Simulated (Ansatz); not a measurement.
Cl$_{3}$H$_{4}$InOSi, SMILES `[SiH3][OH+][In-]([Cl])([Cl])[Cl]` at its PBE0-D4/def2-TZVP geometry, where that method's forces vanish. The species carries charge 0 and has multiplicity 1. In: def2 effective core potential.

```csv
atom,x (Å),y (Å),z (Å)
Si1,-0.342,1.456,0.802
O2,-0.703,0.061,-0.090
In3,0.692,-1.628,-0.706
Cl4,2.583,-0.301,-0.918
Cl5,-0.618,-2.042,-2.581
Cl6,0.569,-3.059,1.101
H7,-1.600,1.906,1.440
H8,0.184,2.500,-0.104
H9,0.659,1.007,1.787
H10,-1.423,0.099,-0.730
```

For each bond, give half the difference of the two atoms' forces along it (eV/Å; positive pushes the atoms apart) under PBE-D4, r2SCAN-D4, B3LYP-D4, ωB97M-V in def2-TZVPP. (Best estimate.)

Ansatz gave: 
| bond | length (Å) | PBE-D4 | r2SCAN-D4 | B3LYP-D4 | ωB97M-V |
| --- | --- | --- | --- | --- | --- |
| Si1–O2 | 1.695 | 0.16 | 0.04 | 0.12 | 0.22 |
| Si1–H7 | 1.481 | 0.05 | -0.03 | -0.08 | -0.14 |
| Si1–H8 | 1.479 | 0.03 | -0.03 | -0.08 | -0.14 |
| Si1–H9 | 1.474 | 0.06 | -0.02 | -0.09 | -0.13 |
| O2–In3 | 2.275 | -0.01 | -0.03 | 0.06 | -0.04 |
| O2–H10 | 0.964 | 0.30 | 0.03 | -0.03 | -0.05 |
| In3–Cl4 | 2.319 | 0.15 | 0.04 | 0.16 | 0.00 |
| In3–Cl5 | 2.325 | 0.15 | 0.04 | 0.15 | -0.01 |
| In3–Cl6 | 2.309 | 0.14 | 0.04 | 0.15 | -0.01 |

B3LYP here is the variant with VWN-RPA as its local correlation; programs differ in this.
